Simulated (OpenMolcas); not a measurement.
**SiCNClF2 (SMILES N#C[Si](F)(F)Cl): the vertical ionisation energy from total energies**

The species is SiCNClF2 (6 atoms), meant as a singlet with charge 0. SMILES: `N#C[Si](F)(F)Cl`. Geometry: relaxed at PBE0-D4/def2-TZVP.

Both states at this one shape; open shells run unrestricted unless said. 1 Eh = 27.2114 eV.

| level | program | singlet SiCNClF2 (Eh) | doublet [SiCNClF2]+ (Eh) | HOMO of the first (eV) |
| --- | --- | --- | --- | --- |
| HF/cc-pVDZ | OpenMolcas | -1039.811342 | -1039.348432 | -13.74 |
| revPBE/cc-pVDZ | OpenMolcas | -1042.151884 | -1041.702754 | -8.81 |
| TPSS/cc-pVDZ | OpenMolcas | -1042.464312 | -1042.011659 | -8.97 |

**Question.** Work out the vertical ionisation energy at each level.

**Answer.** 
1. HF/cc-pVDZ: -1039.348432 − (-1039.811342) = 0.462910 Eh = 12.60 eV; −ε(HOMO) = 13.74 eV.
2. revPBE/cc-pVDZ: -1041.702754 − (-1042.151884) = 0.449130 Eh = 12.22 eV; −ε(HOMO) = 8.81 eV.
3. TPSS/cc-pVDZ: -1042.011659 − (-1042.464312) = 0.452653 Eh = 12.32 eV; −ε(HOMO) = 8.97 eV.

No measured value is set beside it here; the levels span 12.22 to 12.60 eV. In Hartree–Fock, −ε(HOMO) (Koopmans) exceeds the difference of totals by the orbital relaxation of the ion. In semi-local functionals −ε(HOMO) lies far under the ionisation energy, a result of self-interaction. The reference of the second state is spin-contaminated at HF/cc-pVDZ (⟨S²⟩ = 0.84).
